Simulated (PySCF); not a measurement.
CH2Cl5Si2, doublet, at a GFN2-xTB geometry.

Here is a job for PySCF.
```python
from pyscf import gto, scf, dft

mol = gto.Mole()
mol.atom = '''
    Cl    3.41525895   -1.34409871   -0.27085055
    Si    1.74669864   -0.28088033   -0.75186272
    Cl    1.94499597    1.60955830   -0.04047943
    C     0.24015503   -1.15886881    0.05257970
    Si   -1.35818607   -0.12608024    0.18853658
    Cl   -1.19850249    1.18695867    1.71029326
    Cl   -2.91472829   -1.36456811    0.55088283
    Cl   -1.68554634    0.86518030   -1.53683948
    H     0.03314168   -2.07281011   -0.50320774
    H     0.54162996   -1.47804627    1.05318232
'''
mol.basis = 'sto-3g'
mol.spin = 1
mol.verbose = 4
mol.build()

mf = dft.UKS(mol)
mf.xc = 'pbe'
mf.kernel()
```

Problem. What does this run give for the number of basis functions, <S^2>, Mulliken (on the basis functions themselves) charges in atom order, total energy?

Solution. 
- number of basis functions = 70
- <S^2> = 0.751
- Mulliken (on the basis functions themselves) charges in atom order = Cl1 -0.28, Si2 0.69, Cl3 -0.27, C4 -0.44, Si5 0.87, Cl6 -0.26, Cl7 -0.26, Cl8 -0.27, H9 0.11, H10 0.11
- total energy = -2885.8933 Eh

These values belong to the state on which the SCF converged, which isn't shown to be the lowest.
